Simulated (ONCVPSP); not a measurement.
Zn (Z = 30): ONCV pseudisation with LDA (Perdew-Zunger), scalar-relativistic reference atom.

Zn (Z = 30), optimised norm-conserving Vanderbilt (ONCV), made with ONCVPSP 4.0.1 (LDA (Perdew-Zunger), scalar-relativistic). Core [Ne], reference 3s2 3p6 3d10 4s2. Waves: 3s+4s: rc 0.90 bohr, ncon 3, nbas 7, qcut 10.8 1/bohr, 2 projectors; 3p: rc 1.10 bohr, ncon 4, nbas 7, qcut 11.9 1/bohr, 2 projectors, debl 1.6 Ha; 3d: rc 1.20 bohr, ncon 3, nbas 8, qcut 14.7 1/bohr, 2 projectors, debl 2 Ha. Local part: polynomial inside 0.75 bohr (lpopt 5, dvloc0 0 Ha). Core correction: Teter function, fcfact 4.25, rcfact 1.6.

In the p channel the program set the typed energies aside and used -3.060, 0.250 Ha.

All-electron outer shells of the reference configuration (LDA (Perdew-Zunger), scalar-relativistic, ld1.x):

```csv
shell,level (eV),outermost node (bohr),outermost maximum (bohr)
2p,-1003.46,–,0.15
3s,-128.62,0.28,0.59
3p,-83.26,0.25,0.59
3d,-10.42,–,0.56
4s,-6.23,0.85,2.09
```

(1) Estimate the cutoffs (Ha) at which the residual kinetic energy of the hardest occupied pseudo-wave falls to 1 and 0.1 mHa per electron.

(2) What does a ghost test show?

(3) Which valence shell sets the plane-wave cutoff?

(4) Tests: 3s2 3p6 3d10 4s1; 3s2 3p6 3d10 4s0; 3s2 3p6 3d9 4s0; 3s1 3p6 3d10 4s2. Which has the largest error in its energy relative to the reference configuration, and how large is it?

Results:

(1) 77 Ha and 87 Ha.

(2) No bound ghost flagged; no localised positive-energy state flagged.

(3) 3d: 77 Ha for 1 mHa per electron, against 51 Ha for 3s.

(4) 3s1 3p6 3d10 4s2, with -147 meV (all-electron minus pseudo) on +137.47 eV.
